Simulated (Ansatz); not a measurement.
A made-up structure of SiHSeS (charge -1), singlet:

```json
{"atom": "S1", "x (Å)": "-1.6115", "y (Å)": "-0.0772", "z (Å)": "1.2037"}
{"atom": "Si2", "x (Å)": "-0.0393", "y (Å)": "0.0210", "z (Å)": "-0.0160"}
{"atom": "Se3", "x (Å)": "-2.9376", "y (Å)": "-0.2504", "z (Å)": "3.0131"}
{"atom": "H4", "x (Å)": "-0.3172", "y (Å)": "0.7559", "z (Å)": "-1.2946"}
```

It is relaxed with PBE-D4/def2-SVPD and then PBE0-D4/def2-TZVPD (Ansatz 0.2.0). Atoms count as bonded within 1.22 times the sum of their covalent radii (H–H: 0.88 Å). The end point is not checked to be a true minimum.

Problem. Does its bonding change? (A judgement: the text doesn't fix the answer.)

Solution. Computed: No: no bond forms or breaks.

Where it ends: The first stage lowers the energy by 1.57 eV in 9 steps. It ends as SiHSeS ([SiH][S][Se]), total charge -1:
S1  (-2.026, 0.343, 0.847)
Si2  (-0.072, -0.097, 0.278)
Se3  (-2.471, -0.402, 2.854)
H4  (-0.337, 0.606, -1.074)
(Å)

Labels in which every atom is bracketed show which atoms are joined, not bond orders.

For scale, one of the runs: PBE0-D4/def2-TZVPD relaxation, 155 basis functions, launched by `ansatz run in.yaml --threads 2 --pin off --events-out ev --progress --plain --max-ram 4352MiB`. The run took about 18 s on 2 CPU threads of an Arm Neoverse V2 (shared host).
